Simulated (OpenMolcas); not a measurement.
Co2+ with its 6 nearest fluoride ions at 2.014 Å, on the Ga site of K2NaGaF6 (a = 8.246 Å, distance in the model lattice 1.938 Å). The rest of the host is ab initio model potentials to 7.6 Å, with orthogonalisation functions on the cations behind the ligands, and point charges beyond; the distance is set by hand and nothing relaxes, and no local charge compensation is placed. Ligand basis ANO-RCC-VDZP.
```
Co    0.0000    0.0000    0.0000
F     2.0140    0.0000    0.0000
F     0.0000    2.0140    0.0000
F    -2.0140    0.0000    0.0000
F     0.0000   -2.0140    0.0000
F     0.0000    0.0000    2.0140
F     0.0000    0.0000   -2.0140
```

- Program: OpenMolcas
- Method: CASSCF
- Basis: ANO-RCC-VTZP [6s5p3d2f1g]
- Scalar Hamiltonian: DKH2, point nucleus
- Active space: 7 electrons in 5 orbitals (3d)
- State averaging: 2S+1 = 4 even, 10 roots; 2S+1 = 2 even, 40 roots
- Spin-orbit coupling: state interaction with AMFI integrals over the reference wave functions

Q: What is the spin-free ground state (labels of O, the rotations of Oh)?

A: 4T1, 3-fold in its orbital part, 98 % from free-ion F terms; it has the highest spin that d7 allows.

Q: Where is the first state of the same spin?

A: 4T2 at 6570 cm-1 above the ground state.

Q: What are the lowest two levels with spin-orbit coupling?

A: A 2-fold level Γ6 with g = 4.45, 4.45, 4.45, then a 4-fold level Γ8 359.1 cm-1 above it. Their leading multiplicities are 4 (100 %) and 4 (100 %).

Q: What is χT at 300 K, and how does it compare with the textbook value?

A: The lowest level has 2S+1 = 4, for which the spin-only value is χT = S(S+1) / 2 = 1.875 cm3 K/mol (g = 2). The computed 3.565 at 300 K differs by +1.690, through orbital momentum, spin-orbit coupling and any other state in reach. With a threefold ground state the orbital momentum is unquenched, so the spin-only value is not expected to hold.

Q: Which ligand-field parameters describe the states?

A: A least-squares ligand-field fit to the states below 45000 cm-1, each weighted by its degeneracy and with a free common offset, gives 10Dq = 7417 cm-1, B = 1215 cm-1 and C = 4480 cm-1 (C/B = 3.69), with an rms deviation of 125 cm-1. The same method and metal basis give the free ion B = 1229 cm-1 (fit to its terms below 60000 cm-1, rms deviation 20 cm-1), so the nephelauxetic ratio is β = 1215 / 1229 = 0.99; it hangs on how both fits weigh the states, and computed free-ion B values tend to be too large, so β mixes covalency with correlation.

An orbital triplet at a regular site is open to Jahn-Teller coupling, which can distort the site and quench the lowest spin-orbit gaps and is left out. Without dynamic correlation the repulsion within the d shell is too large (B by tens of per cent), so at a given field states of lower spin stand too high. Ligand-to-metal charge-transfer states are missing. With no ligand orbital active B as a rule stays too high, so bands that hang on it stand too high and its fall with covalency is understated. With metal d orbitals alone and no dynamic correlation 10Dq can be off by a tenth to a fifth, either way, in oxide and fluoride hosts. No measured value stands beside these numbers; the geometry was set by hand and not optimised.
